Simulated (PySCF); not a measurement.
Can point charges reproduce the dipole moment of `CC[C@@H](COC)[C@H](F)Cl`?

Coordinates (GFN2-xTB, Å) and charges (e) from the PBE0/pcSseg-1 density (PySCF):

```json
{"atom": "C1", "x": "-2.403", "y": "-1.019", "z": "-0.437", "Mulliken": "-0.2553", "IAO": "-0.4165", "Hirshfeld": "-0.1151", "ESP-fitted": "-0.3308"}
{"atom": "C2", "x": "-1.763", "y": "0.363", "z": "-0.442", "Mulliken": "-0.2196", "IAO": "-0.2584", "Hirshfeld": "-0.0743", "ESP-fitted": "+0.0987"}
{"atom": "C3", "x": "-0.419", "y": "0.408", "z": "0.292", "Mulliken": "-0.3782", "IAO": "-0.1265", "Hirshfeld": "-0.0414", "ESP-fitted": "+0.0257"}
{"atom": "C4", "x": "0.683", "y": "-0.373", "z": "-0.424", "Mulliken": "+0.1395", "IAO": "-0.0503", "Hirshfeld": "-0.0008", "ESP-fitted": "+0.0270"}
{"atom": "O5", "x": "1.862", "y": "-0.293", "z": "0.345", "Mulliken": "-0.5340", "IAO": "-0.3983", "Hirshfeld": "-0.1346", "ESP-fitted": "-0.3259"}
{"atom": "C6", "x": "2.950", "y": "-0.958", "z": "-0.246", "Mulliken": "-0.0226", "IAO": "-0.2006", "Hirshfeld": "-0.0387", "ESP-fitted": "-0.1901"}
{"atom": "C7", "x": "0.049", "y": "1.845", "z": "0.504", "Mulliken": "+0.2616", "IAO": "+0.1836", "Hirshfeld": "+0.0937", "ESP-fitted": "-0.1329"}
{"atom": "F8", "x": "-0.827", "y": "2.519", "z": "1.300", "Mulliken": "-0.2940", "IAO": "-0.2990", "Hirshfeld": "-0.0964", "ESP-fitted": "-0.1415"}
{"atom": "Cl9", "x": "0.175", "y": "2.741", "z": "-1.030", "Mulliken": "-0.1353", "IAO": "-0.1084", "Hirshfeld": "-0.0524", "ESP-fitted": "-0.1095"}
{"atom": "H10", "x": "-1.813", "y": "-1.730", "z": "-1.010", "Mulliken": "+0.1101", "IAO": "+0.1332", "Hirshfeld": "+0.0377", "ESP-fitted": "+0.0704"}
{"atom": "H11", "x": "-3.393", "y": "-0.968", "z": "-0.883", "Mulliken": "+0.1219", "IAO": "+0.1473", "Hirshfeld": "+0.0453", "ESP-fitted": "+0.0946"}
{"atom": "H12", "x": "-2.504", "y": "-1.393", "z": "0.579", "Mulliken": "+0.1104", "IAO": "+0.1374", "Hirshfeld": "+0.0404", "ESP-fitted": "+0.0788"}
{"atom": "H13", "x": "-1.623", "y": "0.698", "z": "-1.471", "Mulliken": "+0.1284", "IAO": "+0.1391", "Hirshfeld": "+0.0270", "ESP-fitted": "+0.0099"}
{"atom": "H14", "x": "-2.437", "y": "1.068", "z": "0.050", "Mulliken": "+0.1365", "IAO": "+0.1473", "Hirshfeld": "+0.0353", "ESP-fitted": "+0.0373"}
{"atom": "H15", "x": "-0.539", "y": "-0.015", "z": "1.296", "Mulliken": "+0.1425", "IAO": "+0.1514", "Hirshfeld": "+0.0447", "ESP-fitted": "+0.0923"}
{"atom": "H16", "x": "0.853", "y": "0.049", "z": "-1.426", "Mulliken": "+0.1089", "IAO": "+0.1201", "Hirshfeld": "+0.0229", "ESP-fitted": "+0.0651"}
{"atom": "H17", "x": "0.383", "y": "-1.424", "z": "-0.539", "Mulliken": "+0.1122", "IAO": "+0.1189", "Hirshfeld": "+0.0358", "ESP-fitted": "+0.0841"}
{"atom": "H18", "x": "2.755", "y": "-2.033", "z": "-0.341", "Mulliken": "+0.0897", "IAO": "+0.1220", "Hirshfeld": "+0.0376", "ESP-fitted": "+0.0966"}
{"atom": "H19", "x": "3.170", "y": "-0.551", "z": "-1.240", "Mulliken": "+0.0932", "IAO": "+0.1244", "Hirshfeld": "+0.0389", "ESP-fitted": "+0.0993"}
{"atom": "H20", "x": "3.803", "y": "-0.799", "z": "0.409", "Mulliken": "+0.1238", "IAO": "+0.1600", "Hirshfeld": "+0.0524", "ESP-fitted": "+0.1371"}
{"atom": "H21", "x": "1.030", "y": "1.883", "z": "0.988", "Mulliken": "+0.1602", "IAO": "+0.1733", "Hirshfeld": "+0.0421", "ESP-fitted": "+0.2137"}
```

Question: Form Σ q r in debye for every column and set it beside the full dipole.

Answer: The full density gives (0.76, -2.86, -0.68) D, 3.03 D in size; dipole vectors point from the negative to the positive end.

| scheme | μx | μy | μz | size (D) | share of the full size (%) | angle to the full dipole (°) |
| --- | --- | --- | --- | --- | --- | --- |
| Mulliken | 1.12 | -4.28 | -2.67 | 5.16 | 170 | 18 |
| IAO | 1.41 | -3.35 | -1.79 | 4.05 | 134 | 15 |
| Hirshfeld | 0.77 | -1.36 | -0.36 | 1.60 | 53 | 14 |
| ESP-fitted | 0.77 | -2.90 | -0.65 | 3.07 | 101 | 1 |

Question: Which set comes closest?

Answer: Length of the difference vector: ESP-fitted 0.05 D, IAO 1.38 D, Hirshfeld 1.53 D, Mulliken 2.47 D. Closest: ESP-fitted. 

Question: What is left for the Hirshfeld atoms' own dipoles?

Answer: The shares of the density sum to the whole, so what Σ q r misses lies in dipoles about the nuclei. The atomic dipoles sum to (0.76, -2.86, -0.68) − (0.77, -1.36, -0.36) = (-0.01, -1.50, -0.32) D, 1.53 D in size.

Question: With the origin at the mean of the coordinates, (0.000, 0.001, -0.178) Å, which are the largest single terms, by size, of the ESP-fitted dipole along the direction of the full one?

Answer: F8 +1.98, H21 -1.82, C6 -1.51, Cl9 +1.23, H18 +1.22 D; all 21 atoms together +3.07 D. The single terms depend on the origin, their sum doesn't.

Question: Give the size of the full dipole in other units.

Answer: 3.03 D = 1.193 au = 0.631 e·Å = 10.11 × 10⁻³⁰ C·m.

The structure is a single GFN2-xTB conformer in the gas phase; no vibrational or solvent corrections.

Shape of the structure used: `[CH3:1][CH2:2][C@@H:3]([CH2:4][O:5][CH3:6])[C@H:7]([F:8])[Cl:9]`: C1–C2–C3–C4 68°, C2–C3–C4–O5 -179°, C3–C4–O5–C6 -179°, C2–C3–C7–F8 63°.
